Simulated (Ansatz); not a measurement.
Cl2Ge (SMILES [Cl][Ge][Cl]) moved off its minimum; all values from Ansatz (a first-principles code), cores frozen in correlated methods.
(charge 0, multiplicity 1)
```xyz
3

Ge     0.0390    -0.0329     0.7169
Cl     1.0435     1.2886    -0.6549
Cl    -1.1708    -1.2614    -0.6718
```

Forces at HF/def2-TZVPP (eV/Å):

```csv
atom,Fx,Fy,Fz
Ge1,-0.381,-0.452,0.105
Cl2,0.140,0.197,-0.296
Cl3,0.241,0.255,0.190
```

Give the forces (eV/Å), the total energy and the dipole at CCSD(T)/def2-TZVPPD.


```csv
atom,Fx,Fy,Fz
Ge1,-0.385,-0.478,0.282
Cl2,0.228,0.309,-0.394
Cl3,0.158,0.168,0.112
```
Energy -2995.0139 hartree, dipole 1.89 D.
